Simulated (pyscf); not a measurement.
## HO–Si(Cl)(Cl)–Cl, singlet

Gas-phase minimum from PySCF at ωB97X-D3(BJ)/def2-SVP, one conformer. 

SMILES: [Si](Cl)(Cl)(Cl)O
```xyz
6

O      1.5277    -0.0758    -0.4591
Si    -0.0648     0.2551    -0.2899
Cl    -0.4858     2.1735    -0.8387
Cl    -1.0723    -1.0342    -1.4841
Cl    -0.6692     0.0185     1.6434
H      2.1614     0.4460     0.0458
```
Charge 0, spin multiplicity 1.

Bond lengths (Å): O1–Si2 1.635, O1–H6 0.964, Si2–Cl3 2.039, Si2–Cl4 2.026, Si2–Cl5 2.039. Angles (°): Si2–O1–H6 118.5, O1–Si2–Cl3 111.3, O1–Si2–Cl4 107.1, O1–Si2–Cl5 111.3, Cl3–Si2–Cl4 109.7, Cl3–Si2–Cl5 107.6, Cl4–Si2–Cl5 109.7.

Properties at ωB97X-D3(BJ)/def2-SVP:

* **Harmonic wavenumbers, unscaled**: 116, 166, 195, 236, 274, 292, 478, 640, 642, 795, 971, 3927 cm⁻¹
* **Zero-point energy**: 12.5 kcal/mol
* **Rotational symmetry number**: 1
* **Entropy of this conformer at 298 K and 1 atm, rigid rotor and harmonic oscillator, modes under 100 cm⁻¹ raised to 100**: 352.2 J/(mol K)
* **Dipole moment**: 1.85 D

Single-point totals, which compare only within one level (frozen core for MP2 and CC):

```
level                   total energy (hartree)
----------------------  ----------------------
ωB97X-D3(BJ)/def2-TZVP             -1746.27445
PBE/def2-TZVP                      -1745.42961
r²SCAN/def2-TZVP                   -1746.07381
B3LYP-D3(BJ)/def2-TZVP             -1746.29314
PBE0-D3(BJ)/def2-TZVP              -1745.57543
M06-2X/def2-TZVP                   -1746.13429
ωB97M-D3(BJ)/def2-TZVP             -1746.43537
HF/def2-TZVPP                      -1743.18431
MP2/def2-TZVPP                     -1744.10071
CCSD/def2-TZVPP                    -1744.14796
CCSD(T)/def2-TZVPP                 -1744.18853
```

Soft torsions are taken as harmonic, which can shift the entropy by several J/(mol K). The CCSD(T) − MP2 part came from Ansatz, without density fitting, on the same reference.
